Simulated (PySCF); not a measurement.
C5H6F3S (charge -1).
Numbering: `[F:1][C:2]([F:3])([F:4])/[CH:5]=[CH:6]/[CH2:7][CH2:8][S-:9]` (hydrogens: H10 on C5; H11 on C6; H12, H13 on C7; H14, H15 on C8)

The geometry is computed with GFN2-xTB (gas phase).

Problem. Give the optimised bond lengths and angles.

Solution. 
| bond | length (Å) |
| --- | --- |
| F1–C2 | 1.345 |
| C2–F3 | 1.361 |
| C2–F4 | 1.371 |
| C2–C5 | 1.471 |
| C5=C6 | 1.348 |
| C6–C7 | 1.469 |
| C7–C8 | 1.563 |
| C8–S9 | 1.784 |
| C5–H10 | 1.078 |
| C6–H11 | 1.083 |
| C7–H12, C7–H13 | 1.091 |
| C8–H14, C8–H15 | 1.096 |

Bonds in one row agree within 0.01 Å and their mean is given. A selection of angles:
| angle | degrees |
| --- | --- |
| F1–C2–F3 | 105.6 |
| F1–C2–C5 | 115.0 |
| F3–C2–F4 | 103.3 |
| F3–C2–C5 | 113.6 |
| C2–C5–C6 | 123.5 |
| C2–C5–H10 | 114.2 |
| C6–C5–H10 | 122.2 |
| C5–C6–C7 | 124.1 |
| C5–C6–H11 | 118.8 |
| C7–C6–H11 | 116.7 |
| C6–C7–C8 | 110.2 |
| C6–C7–H12 | 111.5 |
| C8–C7–H12 | 107.6 |
| H12–C7–H13 | 109.1 |
| C7–C8–S9 | 111.0 |
| C7–C8–H14 | 108.9 |
| S9–C8–H14 | 109.9 |
| H14–C8–H15 | 108.7 |

Dihedral angles: F1–C2–C5–C6 -10° (synperiplanar); C2–C5–C6–C7 174° (antiperiplanar); C5–C6–C7–C8 -98° (anticlinal); C6–C7–C8–S9 178° (antiperiplanar). The mirror-image conformer, all signs reversed, is as good.

Of the pairs four or more bonds apart, F1···H11 is among the closest relative to their van der Waals radii: 2.45 Å, 92 % of the sum of Bondi's values. The C–C distances run from 1.348 Å (C5=C6, drawn double) to 1.563 Å (C7–C8, drawn single), a spread of 0.215 Å. C6 (alkene CH carbon) is planar (angles 124.1°, 118.8° and 116.7°, sum 359.6°, 0.05 Å off the plane of its three neighbours). The 3 C–F bonds span 1.345 Å (F1–C2, drawn single) to 1.371 Å (C2–F4, drawn single), a spread of 0.026 Å. C5 (alkene CH carbon) is planar (angles 123.5°, 122.2° and 114.2°, sum 360.0°, 0.01 Å off the plane of its three neighbours).

Point group: C1 (no symmetry element, even within 0.4 Å). Not checked by GFN2-xTB frequencies.
